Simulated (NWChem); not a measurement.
System: C2H2FI; SMILES C=C(F)I

NWChem input:

```
start job
memory heap 200 mb stack 900 mb global 1100 mb
geometry units angstroms noautosym nocenter noautoz
  C     -1.220599     2.009555     0.000000
  C     -0.088977     1.316418     0.000000
  F      1.099423     1.889780     0.000000
  I      0.028873    -0.777950     0.000000
  H     -2.187864     1.510539     0.000000
  H     -1.171587     3.101424     0.000000
end
basis spherical
  * library def2-svpd
end
ecp
  I library def2-ecp
end
dft
  xc xcamb88 1.00 lyp 0.81 vwn_5 0.19 hfexch 1.00
  cam 0.33 cam_alpha 0.19 cam_beta 0.46
  iterations 150
end
property
  response 1 0.0
end
task dft property
```

Output (shortened):

```
             Northwest Computational Chemistry Package (NWChem) 7.3.0
             --------------------------------------------------------

                             Geometry "geometry" -> ""
                             -------------------------

 Output coordinates in angstroms (scale by  1.889725989 to convert to a.u.)

  No.       Tag          Charge          X              Y              Z
 ---- ---------------- ---------- -------------- -------------- --------------
    1 C                    6.0000    -1.22059900     2.00955500     0.00000000
    2 C                    6.0000    -0.08897700     1.31641800     0.00000000
    3 F                    9.0000     1.09942300     1.88978000     0.00000000
    4 I                   53.0000     0.02887300    -0.77795000     0.00000000
    5 H                    1.0000    -2.18786400     1.51053900     0.00000000
    6 H                    1.0000    -1.17158700     3.10142400     0.00000000

 Effective nuclear repulsion energy (a.u.)     299.5623753688

                                 NWChem DFT Module
                                 -----------------

 Summary of "ao basis" -> "ao basis" (spherical)
 ------------------------------------------------------------------------------
       Tag                 Description            Shells   Functions and Types
 ---------------- ------------------------------  ------  ---------------------
 C                         def2-svpd                 8       20   4s2p2d
 F                         def2-svpd                 9       23   4s3p2d
 I                         def2-svpd                13       35   5s5p3d
 H                         def2-svpd                 4        8   2s2p

            General Information
            -------------------
          SCF calculation type: DFT
          Wavefunction type:  closed shell.
          No. of atoms     :     6
          No. of electrons :    48
           Alpha electrons :    24
            Beta electrons :    24
          Charge           :     0
          Spin multiplicity:     1
          Use of symmetry is: off; symmetry adaption is: off
          Maximum number of iterations: 150
          AO basis - number of functions:   114
                     number of shells:    46
          Convergence on energy requested:  1.00D-06
          Convergence on density requested:  1.00D-05
          Convergence on gradient requested:  5.00D-04

              XC Information
              --------------
                     Hartree-Fock (Exact) Exchange  1.000
                   CAM-Becke88 Exchange Functional  1.000
                      VWN V Correlation Functional  0.190 local
              Lee-Yang-Parr Correlation Functional  0.810

           Range-Separation Parameters
           ---------------------------
           Alpha           :  0.19
           Beta            :  0.46
           Gamma           :  0.33
           Short-Range HF  :     F

             Grid Information
             ----------------
          Grid used for XC integration:  medium
          Radial quadrature: Mura-Knowles
          Angular quadrature: Lebedev.
          Tag              B.-S. Rad. Rad. Pts. Rad. Cut. Ang. Pts.
          ---              ---------- --------- --------- ---------
          C                   0.70       49          13.0       434
          F                   0.50       49          12.0       434
          I                   1.40      123          12.0       590
          H                   0.35       45          13.0       434
          Grid pruning is: on
          Number of quadrature shells:   360
          Spatial weights used:  Erf1

      Superposition of Atomic Density Guess
      -------------------------------------

 Sum of atomic energies:        -522.67255553

      Non-variational initial energy
      ------------------------------

 Total energy =    -473.659534
 1-e energy   =   -1103.259797
 2-e energy   =     456.212417
 HOMO         =      -0.277055
 LUMO         =       0.006569

   convergence    iter        energy       DeltaE   RMS-Dens  Diis-err
 ---------------- ----- ----------------- --------- --------- ---------
 d= 0,ls=0.0,diis     1   -474.6336214471 -6.48D+02  1.64D-02  7.70D-01
 d= 0,ls=0.0,diis     2   -474.6060487416  2.76D-02  8.44D-03  1.15D+00
 d= 0,ls=0.0,diis     3   -474.7282818255 -1.22D-01  1.05D-03  9.78D-03
 d= 0,ls=0.0,diis     4   -474.7296580345 -1.38D-03  3.70D-04  1.83D-03
 d= 0,ls=0.0,diis     5   -474.7298568138 -1.99D-04  1.30D-04  2.73D-04
  Resetting Diis
 d= 0,ls=0.0,diis     6   -474.7298844355 -2.76D-05  5.54D-05  2.39D-05
 d= 0,ls=0.0,diis     7   -474.7298874920 -3.06D-06  2.40D-05  1.73D-06
 d= 0,ls=0.0,diis     8   -474.7298876484 -1.56D-07  8.84D-06  1.32D-06

         Total DFT energy =     -474.729887648449
      One electron energy =    -1104.935372150542
           Coulomb energy =      500.944618678814
    Exchange-Corr. energy =      -44.126979363845
 Nuclear repulsion energy =      173.387845187124

 Numeric. integr. density =       48.000010914949

                       DFT Final Molecular Orbital Analysis
                       ------------------------------------

[...]

 DFT Linear Response polarizability / au
 Frequency  =       0.0000000 / au
              X              Y              Z
 -----------------------------------------------
 X      58.7871594     -9.1891309      0.0000001
 Y      -9.1890974     76.6556532     -0.0000000
 Z       0.0000001     -0.0000000     45.6195522
 -----------------------------------------------
 Eigenvalues =      54.9049757     80.5378370     45.6195522
 Isotropic   =      60.3541216
 Anisotropic =      31.3253035
 -----------------------------------------------

 Magnetic Dipole Response Matrix (nonzero elements):

 Exiting AOResponse driver routine
```

Level: CAM-B3LYP/def2-SVPD with def2 effective core potentials on I. Coordinates come from a PBE0/def2-SVP optimisation. Not confirmed as a minimum by frequencies. def2 effective core potentials on I; no spin-orbit coupling.
